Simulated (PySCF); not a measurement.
C2H2N (SMILES [CH2-]C#N), charge -1, singlet, at a GFN2-xTB geometry. Base run: CCSD/def2-SVP (PySCF).

Input for PySCF:
```python
from pyscf import gto, scf, cc

mol = gto.Mole()
mol.atom = '''
    C     0.00239539   -0.05738577   -1.17430271
    C    -0.00030500   -0.00940597    0.17345626
    N    -0.00297384    0.15282315    1.34104101
    H     0.92298158   -0.33199703   -1.68935248
    H    -0.91470705   -0.33701456   -1.69285587
'''
mol.basis = 'def2-svp'
mol.charge = -1
mol.verbose = 5
mol.build()

mf = scf.RHF(mol)
mf.kernel()

mycc = cc.CCSD(mf)
mycc.kernel()
print('E(CCSD) = %.10f' % mycc.e_tot)
```

Each row names what was changed in the base input (with any setting that the change needs).

```
change                                ΔE vs base (kcal/mol)  MP2 correlation (Eh)  CC correlation without the perturbative part (Eh)  basis functions
------------------------------------  ---------------------  --------------------  -------------------------------------------------  ---------------
base                                                  0.000              -0.43020                                           -0.44584               52
cc.diis_space = 10                                    0.000              -0.43020                                           -0.44584               52
cc.level_shift = 0.2                                  0.000              -0.43020                                           -0.44584               52
frozen = 4                                            44.66              -0.35963                                           -0.37467               52
frozen = 3                                             4.94              -0.42170                                           -0.43797               52
method = ccsd(t)                                     -10.89              -0.43020                                           -0.44584               52
cc.direct = True                                      0.000              -0.43020                                           -0.44584               52
cc.iterative_damping = 0.8                            0.000              -0.43020                                           -0.44584               52
cart = on                                            -13.42              -0.44441                                           -0.46019               55
density fitting = JK and correlation                 -0.038              -0.43019                                           -0.44597               52
```
